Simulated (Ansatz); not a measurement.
Job for Ansatz (a program for electronic structure): U-wB97X-V/cc-pVTZ on BrF, a point of a bond scan (R = 5.678 Å).

Ansatz 0.2 input:
```yaml
crystal:
  periodic: [false, false, false]
  atoms:
    - {symbol: Br, position_ang: [-0.00000000, -0.00000000, -0.36293761]}
    - {symbol: F, position_ang: [0.00000000, 0.00000000, 5.31501970]}
basis:
  gaussian:
    orbitals: cc-pVTZ
hamiltonian:
  xc: {name: wB97X-V}
magnetization: {spin_polarized: true, initial_magnetization: 0}
```

Output:

```
WARN ansatz: RAYON_NUM_THREADS=1 ignored (pool sized by the plan → 1); use --threads N
Functional definition: wB97X-V
integrals: 0.02 GiB planned
461 factors; integrals over basis functions are off by at most 2.5e-4 eV
integrals: 0.05 GiB planned
79 factors; integrals over basis functions are off by at most 4.6e-5 eV
mean field: 0.34 GiB planned
mean field evaluation 1: about -72740.1031 eV, gradient 3.8e1 eV
mean field evaluation 2: about -72569.5160 eV, gradient 1.2e2 eV
mean field evaluation 4: about -72727.5516 eV, gradient 5.5e1 eV
mean field evaluation 8: about -72742.1395 eV, gradient 2.8e1 eV
mean field evaluation 16: about -72752.1582 eV, gradient 8.4e0 eV
mean field evaluation 32: about -72753.6339 eV, gradient 2.1e-2 eV
mean field evaluation 64: about -72753.6336 eV, gradient 2.8e-1 eV
mean field evaluation 96: about -72753.6328 eV, gradient 4.0e-2 eV
mean field -72753.63414926 eV, -2673.6467408008 hartree, gradient 1.0e-5 eV, S^2 1.003716; 6 other end points of the search recorded, 0 dependent functions left out
reference -72753.63414825 eV, -2673.6467407639 hartree; 22, 22 occupied and 51, 51 virtual orbitals, 461 factors
Total energy: -72753.63414825 eV, -2673.6467407639 hartree
```

The run converged. Its determinant has ⟨S²⟩ = 1.00, a mixture of spin states.

Cost: about 25 core-seconds (a rough figure).
